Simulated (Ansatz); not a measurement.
Input file for Ansatz (an electronic-structure program): U-B97M-V/def2-TZVPP on WC, 2S+1 = 3, a spin state set in the input, which need not be the lowest, a point of a bond scan (R = 1.703 Å). Elements past Kr take the def2 small-core potentials; no spin–orbit coupling.

Ansatz 0.2 input:
```yaml
crystal:
  periodic: [false, false, false]
  atoms:
    - {symbol: W, position_ang: [0.00000000, 0.00000000, 0.00000000]}
    - {symbol: C, position_ang: [0.00000000, 0.00000000, 1.70281100]}
basis:
  gaussian:
    orbitals: def2-TZVPP
    pivot_positions_ang: [[0.00000000, 0.00000000, 0.00000000], [0.00000000, 0.00000000, 1.70281100]]
hamiltonian:
  xc: {name: B97M-V}
magnetization: {spin_polarized: true, initial_magnetization: 2}
output: {forces: true, orbitals: {seedname: ./end}}
```

Task: Predict the final total energy.

Result: -104.9712 hartree.

Task: How many basis functions does it have, and what does it roughly cost on one machine?

Result: 87 functions; very roughly 40 core-seconds.
